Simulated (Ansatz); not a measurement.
C3H9Si, that is [SiMe3]- with one electron fewer. Charge 0, multiplicity 2. Geometry PBE0-D4/def2-SVPD, that of the charge -1 singlet; atoms count from 1.

```
atom   x (Å)   y (Å)   z (Å)
 Si1  -0.385   0.456  -0.862
  C2   1.543   0.483  -0.511
  H3   2.106  -0.007  -1.325
  H4   1.801  -0.038   0.435
  H5   1.922   1.517  -0.436
  C6  -0.655  -1.462  -0.557
  H7  -0.193  -1.801   0.394
  H8  -0.217  -2.063  -1.373
  H9  -1.729  -1.714  -0.514
 C10  -0.958   1.061   0.913
 H11  -2.049   0.952   1.041
 H12  -0.721   2.128   1.068
 H13  -0.466   0.488   1.727
```

(1) Estimate the Mulliken populations from the PBE0/def2-TZVPD orbitals of Ansatz.

(2) Where does the spin sit?

(3) And the Mayer bond orders between bonded heavy atoms (over 0.3)?

Answers

(1) 
| atom | charge (e) | spin (α − β) |
| --- | --- | --- |
| Si1 | 0.16 | 0.81 |
| C2 | -0.67 | 0.05 |
| H3 | 0.21 | -0.01 |
| H4 | 0.21 | 0.03 |
| H5 | 0.21 | -0.01 |
| C6 | -0.67 | 0.05 |
| H7 | 0.21 | 0.03 |
| H8 | 0.21 | -0.01 |
| H9 | 0.21 | -0.01 |
| C10 | -0.67 | 0.05 |
| H11 | 0.21 | -0.01 |
| H12 | 0.21 | -0.01 |
| H13 | 0.21 | 0.03 |
Mulliken values and Mayer orders depend strongly on the basis. With diffuse functions, as here, like atoms can get unlike values, and bond orders can come out too low or too high.

(2) Summed by element: Si 0.81, C 0.15, H 0.05, of 1 unpaired in all. Largest on single atoms: Si1 0.81, C2 0.05, C10 0.05.

(3) Si1–C2 0.94 (1.96 Å); Si1–C6 0.94 (1.96 Å); Si1–C10 0.94 (1.96 Å).
